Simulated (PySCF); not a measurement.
**HgF: frontier orbitals**

PBE0 at R = 2.055 Å; PySCF, scalar-relativistic core potentials, basis sets Hg cc-pVDZ-PP with ECP60, F cc-pVDZ. State: ²Σ⁺ (doublet), unpaired electrons σ ↑. Only the outer orbitals are listed, counted within each symmetry, core potentials removing the inner ones.

| spin | orbital | occ. | ε (eV) | on Hg (%) | main shells (%) |
| --- | --- | --- | --- | --- | --- |
| α | 6σ | 1 | -10.89 | 51 | 48 F p, 27 Hg d, 23 Hg s |
| α | 3π | 1 | -9.67 | 9 | 91 F p |
| α | 3π | 1 | -9.67 | 9 | 91 F p |
| α | 7σ | 1 | -7.59 | 83 | 70 Hg s, 17 F p, 11 Hg p |
| α | 4π | 0 | -0.83 | 98 | 97 Hg p |
| α | 4π | 0 | -0.83 | 98 | 97 Hg p |
| α | 8σ | 0 | 0.59 | 99 | 90 Hg p |
| β | 6σ | 1 | -9.61 | 54 | 46 F p, 42 Hg s, 9 Hg d |
| β | 3π | 1 | -9.36 | 9 | 91 F p |
| β | 3π | 1 | -9.36 | 9 | 91 F p |
| β | 7σ | 0 | -4.42 | 71 | 54 Hg s, 29 F p, 11 Hg p |
| β | 4π | 0 | -0.42 | 98 | 98 Hg p |
| β | 4π | 0 | -0.42 | 98 | 98 Hg p |

Task: Which are the highest filled and the lowest empty level, where do they sit, and how wide is the gap?

Result: Highest filled α 7σ at -7.59 eV (in %: 70 Hg s, 17 F p, 11 Hg p); lowest empty β 7σ at -4.42 eV (in %: 54 Hg s, 29 F p, 11 Hg p); the gap at PBE0 is 3.17 eV.

```
bond order (Mayer)                              : 0.90
⟨S²⟩                                            : 0.758
charge on Hg (Mulliken, basis-dependent)        : 0.37
charge on Hg (Löwdin, basis-dependent)          : 0.28
dipole moment (positive dipole means Hg(−)F(+)) : -2.75 D
polarisability along the bond                   : 42.0 bohr³
polarisability across the bond                  : 30.3 bohr³
```

Spin–orbit coupling is left out. The state was picked by a PBE0 search and need not be the measured ground state.
